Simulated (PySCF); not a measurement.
# Where the electron goes

Compound: C2H10OSi4.
Geometry (GFN2-xTB, Å), atoms numbered from 1 in this order:
```xyz
17
C2H10OSi4 angstrom
C     -2.5539    3.0803    0.0795
C     -1.8352    2.1909    0.4536
Si    -0.7479    0.7848    0.9936
Si    -1.8326   -1.2159    0.5023
Si     1.3249    1.1079    0.0190
O      2.0770   -0.3357    0.1078
Si     2.4526   -1.8982   -0.0170
H     -3.1789    3.8662   -0.2372
H     -0.6906    0.9822    2.4643
H     -3.0768   -1.4261    1.2499
H     -0.9714   -2.3692    0.7914
H     -2.1894   -1.3048   -0.9184
H      1.2943    1.4511   -1.4086
H      2.2675    2.0138    0.6835
H      1.6638   -2.4640   -1.1106
H      2.1018   -2.5040    1.2678
H      3.8878   -1.9473   -0.2812
```

Method used: PySCF 2.14.0, density-fitted response routines, TDDFT wB97X-D/def2-SVPD, vertical, gas phase, core orbitals frozen in the response. The geometry optimisation had not met its thresholds, so the values belong to a structure short of the stationary point.

Frontier orbitals with the atoms that hold most of them (Löwdin shares over 4%, at most four atoms; ? is withheld):

| orbital | ε (eV) | atoms |
| --- | --- | --- |
| HOMO-3 | -10.65 | C2 24%, C1 21%, O6 17%, Si7 9% |
| HOMO-2 | -10.45 | O6 33%, Si5 14%, Si7 12%, H13 11% |
| HOMO-1 | -9.92 | ? |
| HOMO | -9.41 | ? |
| LUMO | 0.72 | Si5 24%, Si3 20%, Si4 15%, H14 7% |
| LUMO+1 | 1.23 | Si3 28%, Si5 12%, Si4 12%, C2 11% |
| LUMO+2 | 1.48 | C1 21%, Si3 19%, C2 18%, Si4 14% |

Task: Which atoms hold the HOMO-1, and with what shares?

Result: C2 (bonded to C and Si) 30%; C1 (bonded to C and H) 30%; Si3 (bonded to C, 2 Si and H) 12%; Si4 (bonded to Si and 3 H) 8%. By element: carbon 60%, silicon 20% or more.

Task: Which atoms hold the HOMO, and with what shares?

Result: Si3 (bonded to C, 2 Si and H) 18%; C2 (bonded to C and Si) 16%; C1 (bonded to C and H) 16%; Si5 (bonded to O, Si and 2 H) 15%. By element: silicon 33% or more, carbon 33%.

Task: How does S1 compare with the orbital gap of 10.13 eV?

Result: S1 is at 5.87 eV (f = 0.056), 4.26 eV below the gap, made of HOMO→LUMO (71%). Without the coupling terms of the response equations the lowest excitation would equal the gap.

Task: One configuration dominates each of S1 and S7. Which, and how do the shares of the two leading atoms of either orbital change from the occupied to the empty one?

Result: 
- S1 (5.87 eV, f 0.056), HOMO→LUMO (71%): Si3 18% → 20%, C2 16% → at most 8%, Si5 15% → 24%
- S7 (6.83 eV, f 0.0036), HOMO-2→LUMO (74%): O6 33% → at most 8%, Si5 14% → 24%, Si3 at most 12% → 20%

One conformer stands for the species.
